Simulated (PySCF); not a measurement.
Species: C2H6OSi2.
Atom-mapped SMILES: `[CH:1]#[C:2][SiH2:3][SiH2:4][OH:5]` (hydrogens: H6 on C1; H7, H8 on Si3; H9, H10 on Si4; H11 on O5)

Method: PBE0-D3(BJ)/def2-SVP geometry optimisation, gas phase (PySCF 2.14.0); density fitting, grid level 1; the optimiser is geomeTRIC in internal coordinates, started from a GFN2-xTB structure with every atom displaced at random (about 0.01 Å).

Step 0: E = -19953.2482 eV
```
atom  x, y, z in Å  |  force x, y, z in eV/Å
C1      2.6047    0.1087    1.0583   -1.260  -0.445  -0.916
C2      1.7004   -0.3059    0.3543   -0.370   0.064  -0.115
Si3     0.2922   -0.9241   -0.7098    1.750  -0.206   0.297
Si4    -1.4789    0.4851   -0.5456   -1.263   0.109  -0.067
O5     -2.0080    0.6528    0.9917   -0.024   0.099   1.673
H6      3.3607    0.5081    1.6545    1.116   0.466   0.840
H7      0.1058   -2.3046   -0.2369   -0.405  -0.386   0.082
H8      0.8696   -0.9917   -2.0713   -0.071   0.004  -0.379
H9     -2.7408   -0.0332   -1.1191    0.067  -0.275  -0.615
H10    -1.2291    1.8093   -1.0939    0.466   0.634  -0.583
H11    -1.4387    0.9696    1.7020   -0.006  -0.064  -0.217
```

Question: Estimate the geometry and energy of step 1. (The exact step hangs on the optimiser's Hessian estimate; all steps are aligned on step 0, rigid shifts and turns removed.)

Answer: E = -19953.5091 eV, largest force 0.563 eV/Å
```
atom  x, y, z in Å  |  force x, y, z in eV/Å
C1      2.5085    0.1696    1.0718    0.142   0.190   0.152
C2      1.6442   -0.2926    0.3524   -0.268  -0.182  -0.210
Si3     0.3065   -0.9669   -0.7335    0.542   0.082   0.128
Si4    -1.4890    0.4977   -0.5235   -0.461   0.023   0.280
O5     -1.9274    0.6347    1.0823   -0.085  -0.035  -0.001
H6      3.2735    0.5970    1.6975   -0.020  -0.056  -0.014
H7      0.0123   -2.3481   -0.2643   -0.122  -0.080   0.002
H8      0.8437   -1.0212   -2.1238   -0.031  -0.032  -0.093
H9     -2.7108   -0.0453   -1.1755    0.007  -0.012  -0.151
H10    -1.1574    1.8259   -1.1126    0.116   0.074  -0.129
H11    -1.2661    0.9234    1.7136    0.179   0.028   0.035
```

The energy changes by -0.2609 eV. The first-order estimate −F·Δx gives -0.4393 eV and the mean of the old and new forces, exact on a quadratic surface, -0.2634 eV. The step makes an angle of 70° with the force vector and moves no atom by more than 0.179 Å.

The cost below is that of the whole optimisation. Time: 86 s of wall time; peak memory 0.46 GiB. Hardware: one thread, Arm Neoverse N1 (aarch64), no GPU, shared host.
